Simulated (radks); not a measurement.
Results of a calculation; reference values are marked as such.
Task: Ag II, configuration [Kr] 4d8 5d2 (not the ground configuration). Code: a radial shooting solver on a logarithmic mesh with Libxc functionals. Model: Dirac Kohn-Sham, PW91, spin-unpolarised, spherical densities, finite nucleus; open shells fill j = l - 1/2 first; Fermi nuclear charge, rms radius 4.5454 fm. Some entries of the table are withheld. Estimate them.

orbital,occ.,eigenvalue (eV),<r^2> (bohr^2)
1s1/2,2,-25344.08,0.001308
2s1/2,2,-3753.458,0.02140
2p1/2,2,-3490.336,0.01599
2p3/2,4,-3314.936,0.01732
3s1/2,2,(1),0.1553
3p1/2,2,-605.0250,0.1507
3p3/2,4,-574.0647,0.1598
3d3/2,4,-388.5945,0.1408
3d5/2,6,-382.3587,0.1436
4s1/2,2,-120.8111,0.9292
4p1/2,2,-87.5998,1.070
4p3/2,4,-82.3755,1.136
4d3/2,4,-31.4421,(2)
4d5/2,4,-30.7773,(3)
5s1/2,0,(4),6.704
5p1/2,0,-12.9964,9.822
5p3/2,0,-12.4896,10.43
5d3/2,2,-5.3347,26.04
5d5/2,0,-5.2981,26.34

Result: 
(1) 3s1/2 eigenvalue (eV): -709.7284
(2) 4d3/2 <r^2> (bohr^2): 1.848
(3) 4d5/2 <r^2> (bohr^2): 1.890
(4) 5s1/2 eigenvalue (eV): -19.6237
